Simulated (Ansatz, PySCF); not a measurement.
Ways to break one bond of CCC [propane]:

A. CCC → C[CH]C + H atom
B. CCC -> [CH2]C + [CH3] (CH3)
C. CCC [propane] → [CH2]CC + H atom

Quantity: bond dissociation energy (enthalpy at 298 K, with B3LYP-D3(BJ) rigid-rotor harmonic-oscillator terms from PySCF), kJ/mol. Structures are relaxed separately at B3LYP-D3(BJ)/def2-TZVP in Ansatz (an electronic-structure program), one conformer each, not searched for the lowest. Valence correlation only, unless marked. Open shells are spin-unrestricted. Spin-orbit coupling is left out. No relativistic terms. CBS(X,Y): correlation extrapolated as X^-3; Hartree-Fock from the larger set. [CCSD(T)-MP2]/basis is that difference in the basis named.

Task: Rank them by bond dissociation energy at RI-MP2/CBS(cc-pVTZ,cc-pVQZ)+[CCSD(T)-MP2]/cc-pVTZ (Ansatz), lowest first.

Result: B (374.3 kJ/mol), A (414.7 kJ/mol), C (428.8 kJ/mol)
